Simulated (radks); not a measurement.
Question: These are the eigenvalues of the occupied orbitals of an atom or ion with whole-number occupations (Ry). Method: Dirac Kohn-Sham, SOGGA, spin-unpolarised, spherical densities, point nucleus; computed with a radial shooting solver on a logarithmic mesh with Libxc functionals.

orbital  eigenvalue
1s1/2     -472.5397
2s1/2     -55.17775
2p1/2     -47.35980
2p3/2     -46.59437
3s1/2      -6.88833
3p1/2      -4.66122
3p3/2      -4.56800
3d3/2      -1.09105
3d5/2      -1.08222
4s1/2      -0.86213

Which element is it, and in what charge state? The configuration may be excited. Open shells, if any, fill j = l - 1/2 first.

Answer: Z = 25, manganese, charge +1: Mn+ in [Ar] 3d5 4s1. The list shows which subshells hold electrons but not how many an open one holds; the 1s level, -236.27 hartree, gives Z - s = 21.7 by -(Z - s)^2/2, which with screening and relativity narrows Z to a few neighbours, and the depths of the outer levels then fix element, charge and occupations together.
